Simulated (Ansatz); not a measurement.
Consider the redistribution: `[Cl][InH][GeH3]` + `B[SiH2]OBF` → `[F][In]([Cl])[GeH3]` + `BO[SiH2]B`.

Calculated with Ansatz (gas phase, PBE0-D4/def2-TZVP geometries, no zero-point term in ΔE). CCSD(T)/CBS is the MP2 limit (def2-TZVPP, def2-QZVPP) plus CCSD(T) − MP2 in def2-TZVPP, frozen cores. DFT in def2-TZVPP. B3LYP here is the variant with VWN-RPA as its local correlation; programs differ in this. HSE06 is defined as in plane-wave codes. def2 core potentials past Kr. For Ge, In outer-core shells are correlated without core-valence functions, which leaves a few kJ/mol of doubt a bond. Scalar relativity is left out up to krypton. Each species was taken in one conformer, which may not be the lowest.

| level | ΔE (kJ/mol) |
| --- | --- |
| r2SCANh-D4 | 94.2 |
| BHLYP-D4 | 94.4 |
| B2PLYP | 86.7 |
| B3LYP | 87.3 |
| HSE06 | 94.4 |
| HF/def2-TZVPP | 97.8 |
| HF/def2-QZVPP | 95.5 |
| MP2/def2-QZVPP | 84.5 |

Problem. What does CCSD(T)/CBS give? (Estimate.)

Solution. Computed: +84.9 kJ/mol. The listed levels differ from it by 9.3, 9.5, 1.8, 2.4, 9.5, 12.9, 10.6, -0.4 kJ/mol.

Largest T1 diagnostic among the species: 0.014.

In def2-TZVPP, CCSD(T) changes the Hartree–Fock value by −4.3 kJ/mol (the triples alone add −2.1 kJ/mol) and MP2 by −7.6 kJ/mol. From PBE to PBE0 (25 % exact exchange), in def2-TZVPP and without D4, ΔE moves by +8.2 kJ/mol.
